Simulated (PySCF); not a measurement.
SMILES CC(O)C[OH2+] (charge +1), singlet at its B3LYP/def2-SVP optimised geometry (Å):

```
14

C     -0.2766     1.8591     0.0000
C      0.2719     0.4481     0.0000
O     -0.1869    -0.3381    -1.1374
C     -0.2344    -0.4099     1.1730
O     -0.0810    -1.7844     0.6474
H      0.1238     2.4298    -0.8509
H     -1.3752     1.8571    -0.0612
H      0.0298     2.3827     0.9197
H      1.3752     0.4481     0.0000
H      0.3159    -0.1608    -1.9490
H      0.3738    -0.3131     2.0801
H     -1.2988    -0.2345     1.3857
H     -0.1641    -1.5271    -0.4120
H     -0.7340    -2.4298     0.9766
```

Level of theory: B3LYP/def2-TZVP (PySCF 2.14.0). Cells within 0.4 Å of a nucleus heavier than hydrogen are left out (blank, or x).

Map of the log10 of the electron density (e/bohr³), floored at −4 on the plane z = 0.6 Å:

```
|000000000000000000000000000|
|000000000000000000000000000|
|000000000012222110000000000|
|000000001223444321000000000|
|000000012345555432000000000|
|000000134456777542100000000|
|000001235567888643100000000|
|000001345678888653200000000|
|000001345677887653210000000|
|000001245667777654321000000|
|000001234556777665532100000|
|000000134456788776543100000|
|000000234567888776643100000|
|000001235667888776542100000|
|000001245677888765432000000|
|000000234567887654321000000|
|000000134567887653210000000|
|000000023568999753200000000|
|000000013578xx9864200000000|
|000000013578xx9754200000000|
|000000013578888653200000000|
|000000013467766542100000000|
|000000002345544321000000000|
|000000000123322210000000000|
|000000000011110000000000000|
|000000000000000000000000000|
|000000000000000000000000000|
```
Scale: ten equal steps from -4.00 (start of '0') to -0.193 (end of '9'), in the order '0123456789'; x runs from -4.50 to 4.50, y from -4.50 (bottom) to 4.50 (top).
